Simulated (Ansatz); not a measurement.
**Two structures, one formula**

Two relaxed structures of AlBH₄SO, singlet (PBE0-D4/def2-TZVP; forces vanish, vibrations not checked).

A:

```csv
atom,x (Å),y (Å),z (Å)
B1,-0.4335,0.7679,-0.5935
O2,-1.4052,-0.1256,-1.3050
Al3,0.4473,0.3918,1.2599
S4,2.5043,-0.4287,1.3395
H5,-1.7649,-0.9882,-1.0272
H6,-1.7356,0.1666,-2.1616
H7,0.0512,1.2067,2.5693
H8,2.4714,-0.9438,0.0994
```

B:

```xyz
8
angstrom
B -1.1187 -0.2068 -1.0959
O -0.6190 0.2662 0.0458
Al -0.1183 0.9354 1.5548
S 2.3645 -0.9065 1.0405
H -2.0115 -1.0170 -1.0758
H -0.6674 0.1723 -2.1498
H 3.3072 -0.0806 1.5207
H 2.4126 -0.3578 -0.1834
```

Computed with Ansatz 0.2.0 (basis: def2-TZVPP); correlated methods freeze the cores. B3LYP uses VWN-RPA correlation.

**Question.** Which structure is lower at CCSD(T), and by how much? (Judge from chemistry; the value comes from the calculation.)

**Answer.** The calculation gives: B, by 455.4 kJ/mol (electronic energy, against the other). By their contacts, A is AlBH₄SO ([OH2][B][AlH][SH]) and B is a complex of AlBH₂O ([BH2][O][Al]) + H₂S.

All methods give the same order:

| method | E(B) − E(A) (kJ/mol) |
| --- | --- |
| PBE-D4 | -438.1 |
| r2SCAN-D4 | -440.0 |
| PBE0-D4 | -443.8 |
| B3LYP-D4 | -474.2 |
| wB97M-V | -469.1 |
| HF | -485.8 |
| MP2 | -469.7 |
| CCSD | -461.9 |
| CCSD(T) | -455.4 |

No T1 diagnostic of these runs exceeds 0.017. The restricted Hartree–Fock reference is unstable towards an unrestricted one at one or more of these structures.

Labels in which every atom is bracketed show which atoms are joined, not bond orders.

For scale, one of the runs: CCSD(T)/def2-TZVPP, 202 basis functions, launched by `ansatz run in.yaml --threads 2 --pin off --events-out ev --progress --plain --max-ram 4352MiB`. The run took 51 s on 2 CPU threads of an Arm Neoverse V2 (shared host), with 2.4 GiB of host memory at its peak.
